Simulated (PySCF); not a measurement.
# Shapes and spin states of SrO₂

Method: PySCF, PBE0, basis Sr def2-TZVP with ECP28, O def2-TZVP (scalar-relativistic core potentials, no spin–orbit coupling, density fitting).

Relaxations began from a few typed shapes and spin states; open shells are unrestricted. The search is not exhaustive: other isomers or separated fragments can lie lower, and high-lying points may rest on an excited occupation.

Problem. Order these stationary points by electronic energy, lowest first, in kJ/mol from the lowest minimum.
A. triplet D∞h: Sr–O 2.142 Å (×2); O–Sr–O 180.0°
B. triplet C2v: Sr–O 2.222 Å (×2); O–Sr–O 128.2°
C. broken-symmetry Ms = 0 (⟨S²⟩ 0.92) D∞h: Sr–O 2.091 Å (×2); O–Sr–O 180.0°
D. singlet (closed shell, unstable to spin polarisation) D∞h: Sr–O 1.900 Å (×2); O–Sr–O 180.0°

Solution. C (0.0), B (2.9), A (23.6), D (101.8).

Problem. Which of them are minima?

Solution. By energy in kJ/mol, 0.0: not settled, its softest mode being under 30 cm⁻¹; 2.9: minimum; 23.6: saddle point, 2 imaginary modes; 101.8: minimum of the closed-shell surface only.

For the lowest minimum: the determinant is spin-contaminated (⟨S²⟩ = 0.92, pure value 0.00).
